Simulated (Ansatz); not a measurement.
Frontier orbitals of `[CH3][Al-]([CH3])([OH])[OH+][SiH3]`.

```xyz
17

C    -1.632   -1.700    0.247
Al   -0.585   -0.053    0.285
C    -0.910    1.362    1.596
O    -0.094    0.571   -1.348
O     1.258   -0.475    0.183
Si    1.881    0.177   -1.330
H    -1.555   -2.256    1.187
H    -2.697   -1.497    0.094
H    -1.312   -2.370   -0.557
H    -0.175    2.171    1.534
H    -0.883    0.978    2.622
H    -1.900    1.813    1.465
H    -0.323    1.430   -1.701
H     1.885   -0.943    0.736
H     3.289   -0.239   -0.956
H     1.670   -0.611   -2.566
H     2.084    1.642   -1.492
```

Total charge 0; spin multiplicity 1. Geometry: relaxed with PBE0-D4/def2-TZVP. It is one conformer, not always the lowest. Basis def2-TZVPP, Ansatz.

Orbital energies of one run (eV). Highest occupied ones, from the top: -9.68, -10.42, -11.26, -11.59, -12.68, -12.97, -13.11, -13.22, -13.33, -13.95, -14.55, -15.19, -16.46, -18.00. Empty: 1.84, 2.55, 3.07, 3.24, 3.59, 3.79.

(1) Which functional gave them?
A. PBE0
B. CAM-B3LYP
C. LDA (SPW92)
D. ωB97X-V

## Answers

(1) D. HOMO energies: ωB97X-V -9.68, PBE0 -7.29, LDA (SPW92) -6.12, CAM-B3LYP -8.67 eV.
